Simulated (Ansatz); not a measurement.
Start from `CC([SiH3])C=N` and change one atom or group to get `CC(C)C=N`.

Ansatz, PBE0-D4/def2-TZVP geometries, multiplicity 1. Each molecule was computed in one conformer, which needn't be the lowest.

```csv
property,`CC([SiH3])C=N`
HOMO–LUMO gap (ωB97M-V/def2-TZVPP) / eV,11.58
HOMO energy (PBE0/def2-TZVPP) / eV,-7.47
LUMO energy (ωB97M-V/def2-TZVPP) / eV,1.74
HOMO energy (ωB97M-V/def2-TZVPP) / eV,-9.84
HOMO–LUMO gap (PBE/def2-TZVPP) / eV,4.58
HOMO energy (PBE/def2-TZVPP) / eV,-5.99
```

(1) What does the change do to each property? (Best estimate.)

Results:

(1) Ansatz gave: 
```
                               property  `CC(C)C=N`  shift
HOMO–LUMO gap (ωB97M-V/def2-TZVPP) / eV       11.91   0.33
     HOMO energy (PBE0/def2-TZVPP) / eV       -7.39   0.08
  LUMO energy (ωB97M-V/def2-TZVPP) / eV        2.12   0.38
  HOMO energy (ωB97M-V/def2-TZVPP) / eV       -9.79   0.05
    HOMO–LUMO gap (PBE/def2-TZVPP) / eV        4.78   0.20
      HOMO energy (PBE/def2-TZVPP) / eV       -5.88   0.11
```

With PBE0 the HOMO rises by 0.08 eV and the LUMO rises by 0.37 eV, so the gap widens by about 0.29 eV. PBE moves the HOMO by 0.11 eV and ωB97M-V by 0.05 eV.
